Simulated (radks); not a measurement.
Removal energies from the nickel ion Ni2+, [Ar] 3d8, by Delta-SCF beside the eigenvalue of the level emptied. All-electron calculation, scalar-relativistic Kohn-Sham, LDA (Slater exchange, Perdew-Wang correlation), spin-polarised, spherical densities, finite nucleus; Fermi nuclear charge, rms radius of each element as measured or else 0.836 A^(1/3) + 0.57 fm. Program: a radial shooting solver on a logarithmic mesh with Libxc functionals. Open shells are filled with parallel spins first.

removed from,final configuration,Delta-SCF (eV),-eigenvalue (eV)
3d,[Ar] 3d7,36.334,27.627
3p,[Ne] 3s2 3p5 3d8,99.485,89.858
3s,[Ne] 3s1 3p6 3d8,138.87,129.05
2p,[He] 2s2 2p5 3s2 3p6 3d8,892.46,863.04
